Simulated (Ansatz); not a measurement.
`CS[SiH](C)S` → `CSS` + `C[SiH]` at 500 K and 1 bar (silylene formation by 1,1-elimination).

Calculated with Ansatz (gas phase, PBE0-D4/def2-TZVP geometries, no zero-point term in ΔE). CCSD(T)/CBS adds triple-zeta CCSD(T) − MP2 to the extrapolated MP2 energy (def2 sets, frozen cores). This one scheme is used for every species. One conformer a species, not always the lowest.

```
      species  CCSD(T)/CBS energy (Eh)  H − E (kJ/mol)  S (J/(mol·K))
`CS[SiH](C)S`              -1165.62487           307.4          468.4
        `CSS`               -836.00794           157.7          335.9
     `C[SiH]`               -329.46712           135.7          295.1
```

H − E and S are ideal-gas, rigid-rotor, harmonic terms from PBE0-D4/def2-TZVP, for one conformer and one mirror image of each species. 1 Eh = 2625.50 kJ/mol, R = 8.31446 J/(mol·K).

**Question.** By hand: ΔE, ΔH, ΔS and ΔG.

**Answer.** ΔE = (-836.00794) + (-329.46712) − (-1165.62487) = 0.14981 Eh = 393.3 kJ/mol. Δ(H − E) = 157.7 + 135.7 − 307.4 = -14.0, so ΔH = 379.3 kJ/mol. ΔS = 335.9 + 295.1 − 468.4 = 162.6 J/(mol·K). ΔG = 379.3 − 500 × (162.6)/1000 = 298.0 kJ/mol.

**Question.** By hand: the equilibrium constant, and the temperature at which ΔG would vanish if ΔH and ΔS stayed fixed.

**Answer.** log₁₀ K = −ΔG/(RT ln 10) = -31.1. ΔG = 0 at ΔH/ΔS = 2333 K.

The number of gas molecules changes by +1, which sets the sign of ΔS. A doubt of 5 kJ/mol in ΔE shifts log₁₀ K by 0.5 here. Other conformers and mirror images would add mixing entropy, several J/(mol·K) or more a flexible species. These are equilibria of isolated gas molecules and say nothing of rates. Largest T1 diagnostic: 0.012 (customary marks: 0.02 for closed shells, 0.045 for open ones).
